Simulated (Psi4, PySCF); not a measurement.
C2H6Si (SMILES C[Si]C), singlet, geometry from GFN2-xTB. Base run: PBE/6-31G*, TDA (PySCF).

Here is a job for PySCF.
```python
from pyscf import gto, scf, dft, tdscf

mol = gto.M(
    atom='''
Si   -0.255208    0.117706    0.699887
C     0.742076    1.267256   -0.480591
H     0.906369    2.250623   -0.043893
H     0.224615    1.415587   -1.429043
H     1.722472    0.846447   -0.706355
C    -0.404166   -1.423106   -0.446098
H     0.574773   -1.784277   -0.763213
H    -0.973821   -1.191736   -1.346758
H    -0.908952   -2.249431    0.050977
''',
    basis='6-31g*',
    charge=0,
    spin=0,
    verbose=4,
)

mf = dft.RKS(mol)
mf.xc = 'pbe'
mf.kernel()
td = mf.TDA()
td.nstates = 5
td.kernel()
td.analyze()
```

Programs used: Psi4, PySCF; a row that names a program was run with it.

Each row names what was changed in the base input (with any setting that the change needs).

| change | first excitation (eV) | oscillator strength of the first | second (eV) |
|---|---|---|---|
| base | 2.56 | 0.031 | 4.15 |
| nstates = 10 | 2.56 | 0.031 | 4.15 |
| nstates = 2 | 2.56 | 0.031 | 4.15 |
| functional = m062x | … | … | … |
| guess vectors = 13 for 5 states | 2.56 | 0.031 | 4.15 |
| basis = def2-SVP | 2.63 | 0.030 | 4.24 |
| states = triplets | … | - | … |
| functional = camb3lyp | 2.62 | 0.037 | 4.68 |
| response = full linear response | … | … | … |
| basis = 6-31+G* | 2.59 | 0.037 | 4.17 |
| code = psi4 | 2.56 | 0.031 | 4.15 |

**Question.** What belongs in the gaps?

**Answer.** 
- functional = m062x, first excitation (eV): 2.49
- functional = m062x, oscillator strength of the first: 0.035
- functional = m062x, second (eV): 4.56
- states = triplets, first excitation (eV): 1.12
- states = triplets, second (eV): 3.78
- response = full linear response, first excitation (eV): 2.37
- response = full linear response, oscillator strength of the first: 0.018
- response = full linear response, second (eV): 4.14

An iterative solver can miss low states, so a row lists the states that it found.
